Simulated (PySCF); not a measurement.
C4H11Al (SMILES [CH3][AlH][CH](C)C), singlet, geometry from GFN2-xTB (such geometries of metal compounds can be far from the true shape), with bond 12-8 at 1.8 times its length; SA2-CASSCF(6,4)/STO-3G (PySCF).

PySCF was given this input:
```python
from pyscf import gto, scf, mcscf
import numpy

mol = gto.Mole()
mol.atom = '''
    Al   -0.249109   -0.225418    1.012341
    H    -1.186581   -1.397978    1.410979
    C     0.117239    1.221832    2.325326
    H     1.184262    1.461365    2.411049
    H    -0.222014    0.933324    3.327800
    H    -0.386502    2.166406    2.088614
    C     0.444717   -0.367750   -0.883217
    C     0.344854    0.943800   -1.677287
    C    -0.378739   -1.480819   -1.551147
    H     1.503274   -0.677794   -0.927433
    H     0.744676    0.828223   -2.686246
    H    -1.524577    1.522030   -1.824634
    H     0.903314    1.736556   -1.178710
    H    -0.331047   -2.394255   -0.952505
    H    -0.018116   -1.705881   -2.555811
    H    -1.427557   -1.186948   -1.621078
'''
mol.basis = 'sto-3g'
mol.charge = 0
mol.spin = 0
mol.verbose = 4
mol.build()

mf = scf.RHF(mol)
mf.kernel()
mc = mcscf.CASSCF(mf, 4, 6)
mc.fix_spin_(ss=0.0)
mc = mc.state_average_([0.5, 0.5])
mc.kernel()
```

**Question.** What does PySCF print? Leave out banner, timings and long lists.

**Answer.** 
```
PySCF version 2.14.0

[INPUT] verbose = 4
[INPUT] num. atoms = 16
[INPUT] num. electrons = 48
[INPUT] charge = 0
[INPUT] spin (= nelec alpha-beta = 2S) = 0
[INPUT] symmetry False subgroup None
[INPUT] Mole.unit = angstrom
[INPUT] Symbol           X                Y                Z      unit          X                Y                Z       unit  Magmom
[...]
nuclear repulsion = 212.010078127654
number of shells = 28
number of NR pGTOs = 120
number of NR cGTOs = 40
basis = sto-3g
ecp = {}

******** <class 'pyscf.scf.hf.RHF'> ********
method = RHF
initial guess = minao
damping factor = 0
level_shift factor = 0
DIIS = <class 'pyscf.scf.diis.CDIIS'>
diis_start_cycle = 1
diis_space = 8
diis_damp = 0
SCF conv_tol = 1e-09
SCF conv_tol_grad = None
SCF max_cycles = 50
direct_scf = True
direct_scf_tol = 1e-13
Set gradient conv threshold to 3.16228e-05
Initial guess from minao.
init E= -394.736575667827
[...]
cycle= 1 E= -394.813883139487  delta_E= -0.0773  |g|= 0.281  |ddm|= 4.37
[...]
cycle= 2 E= -394.851120127565  delta_E= -0.0372  |g|= 0.0797  |ddm|= 0.549
[...]
cycle= 3 E= -394.854047371173  delta_E= -0.00293  |g|= 0.0304  |ddm|= 0.166
[...]
cycle= 4 E= -394.854436152465  delta_E= -0.000389  |g|= 0.0051  |ddm|= 0.0552
[...]
cycle= 5 E= -394.854447905449  delta_E= -1.18e-05  |g|= 0.00117  |ddm|= 0.00933
[...]
cycle= 6 E= -394.854448646911  delta_E= -7.41e-07  |g|= 0.000227  |ddm|= 0.00231
[...]
cycle= 7 E= -394.854448689777  delta_E= -4.29e-08  |g|= 4.85e-05  |ddm|= 0.00063
[...]
cycle= 8 E= -394.854448691607  delta_E= -1.83e-09  |g|= 1.33e-05  |ddm|= 0.000132
[...]
cycle= 9 E= -394.854448691733  delta_E= -1.26e-10  |g|= 2.15e-06  |ddm|= 3.55e-05
[...]
Extra cycle  E= -394.854448691737  delta_E= -3.64e-12  |g|= 8.35e-07  |ddm|= 4.29e-06
converged SCF energy = -394.854448691737

******** <class 'pyscf.mcscf.addons.StateAverageCASSCF'> ********
CAS (3e+3e, 4o), ncore = 21, nvir = 15
max_cycle_macro = 50
max_cycle_micro = 4
conv_tol = 1e-07
conv_tol_grad = None
orbital rotation max_stepsize = 0.02
orbital rotation threshold for CI restart = 0.01
augmented hessian ah_max_cycle = 30
augmented hessian ah_conv_tol = 1e-12
augmented hessian ah_linear dependence = 1e-14
augmented hessian ah_level shift = 1e-08
augmented hessian ah_start_tol = 2.5
augmented hessian ah_start_cycle = 3
augmented hessian ah_grad_trust_region = 3
kf_trust_region = 3
kf_interval = 4
ci_response_space = 4
ci_grad_trust_region = 3
with_dep4 0
natorb = False
canonicalization = True
sorting_mo_energy = False
ao2mo_level = 2
internal_rotation = False
******** <class 'pyscf.mcscf.addons.StateAverageSpinPenaltyFCISolver'> ********
max. cycles = 50
conv_tol = 1e-08
davidson only = True
linear dependence = 1e-12
level shift = 0.001
max iter space = 12
nroots = 2
pspace_size = 400
spin = None
State-average over 2 states with weights [0.5, 0.5]
CASCI E = -394.741254483740  S^2 = 0.0000000
Set conv_tol_grad to 0.000316228
macro iter   1 ( 21 JK    4 micro), CASSCF E = -394.771343337797  dE = -3.00888541e-02  S^2 = 0.0000000
               |grad[o]|=0.213  |ddm|=0.0987  |maxRot[o]|=0.199
macro iter   2 ( 21 JK    4 micro), CASSCF E = -394.774697133541  dE = -3.35379574e-03  S^2 = 0.0000000
               |grad[o]|=0.0682  |ddm|=0.0321  |maxRot[o]|= 0.28
macro iter   3 ( 21 JK    4 micro), CASSCF E = -394.775238394444  dE = -5.41260903e-04  S^2 = 0.0000000
               |grad[o]|=0.0224  |ddm|=0.00717  |maxRot[o]|=0.206
macro iter   4 ( 21 JK    4 micro), CASSCF E = -394.775419973894  dE = -1.81579450e-04  S^2 = 0.0000000
               |grad[o]|=0.0118  |ddm|=0.00716  |maxRot[o]|=0.0571
macro iter   5 ( 21 JK    4 micro), CASSCF E = -394.775468972882  dE = -4.89989889e-05  S^2 = 0.0000000
               |grad[o]|=0.00529  |ddm|=0.00881  |maxRot[o]|=0.0297
macro iter   6 (  7 JK    2 micro), CASSCF E = -394.775655499201  dE = -1.86526318e-04  S^2 = 0.0000000
               |grad[o]|=0.0027  |ddm|=0.00904  |maxRot[o]|=0.068
macro iter   7 (  7 JK    2 micro), CASSCF E = -394.775811768749  dE = -1.56269549e-04  S^2 = 0.0000000
               |grad[o]|=0.00188  |ddm|=0.00688  |maxRot[o]|=0.0698
macro iter   8 (  7 JK    2 micro), CASSCF E = -394.775937084012  dE = -1.25315263e-04  S^2 = 0.0000000
               |grad[o]|=0.0015  |ddm|=0.00583  |maxRot[o]|=0.0698
macro iter   9 (  7 JK    2 micro), CASSCF E = -394.776021744787  dE = -8.46607753e-05  S^2 = 0.0000000
               |grad[o]|=0.00125  |ddm|=0.00455  |maxRot[o]|=0.0698
macro iter  10 (  6 JK    2 micro), CASSCF E = -394.776053275062  dE = -3.15302747e-05  S^2 = 0.0000000
               |grad[o]|=0.001  |ddm|=0.00228  |maxRot[o]|=0.0499
macro iter  11 ( 10 JK    3 micro), CASSCF E = -394.776036469568  dE =  1.68054945e-05  S^2 = 0.0000000
               |grad[o]|=0.000681  |ddm|=0.00236  |maxRot[o]|=0.0827
macro iter  12 ( 21 JK    4 micro), CASSCF E = -394.776038278159  dE = -1.80859092e-06  S^2 = 0.0000000
               |grad[o]|=0.000638  |ddm|=0.000317  |maxRot[o]|=0.00734
macro iter  13 (  7 JK    2 micro), CASSCF E = -394.776057618283  dE = -1.93401246e-05  S^2 = 0.0000000
               |grad[o]|=0.000352  |ddm|=0.000284  |maxRot[o]|=0.0383
macro iter  14 (  9 JK    3 micro), CASSCF E = -394.776038795286  dE =  1.88229976e-05  S^2 = 0.0000000
               |grad[o]|=0.000175  |ddm|=0.000341  |maxRot[o]|=0.037
macro iter  15 ( 21 JK    4 micro), CASSCF E = -394.776039261181  dE = -4.65895027e-07  S^2 = 0.0000000
               |grad[o]|=0.000256  |ddm|=8.6e-05  |maxRot[o]|=0.00399
macro iter  16 (  7 JK    2 micro), CASSCF E = -394.776056594377  dE = -1.73331968e-05  S^2 = 0.0000000
               |grad[o]|=0.000228  |ddm|=0.000325  |maxRot[o]|=0.033
macro iter  17 (  4 JK    1 micro), CASSCF E = -394.776060074178  dE = -3.47980091e-06  S^2 = 0.0000000
               |grad[o]|=0.000112  |ddm|=5.59e-05  |maxRot[o]|=0.0228
macro iter  18 (  4 JK    1 micro), CASSCF E = -394.776060080483  dE = -6.30484465e-09  S^2 = 0.0000000
               |grad[o]|=2.9e-05  |ddm|=1.89e-05  |maxRot[o]|=0.000606
1-step CASSCF converged in  18 macro (222 JK  50 micro) steps
CASSCF canonicalization
Density matrix diagonal elements [1.96742133 1.59839424 1.7209559  0.71322853]
CASSCF energy = -394.776060080483
CASCI E = -394.776060080483  E(CI) = -7.09002274577989  S^2 = 0.0000000
CASCI state-averaged energy = -394.776060080483
CASCI energy for each state
  State 0 weight 0.5  E = -394.929381922092 S^2 = 0.0000000
  State 1 weight 0.5  E = -394.622738238874 S^2 = 0.0000000
```
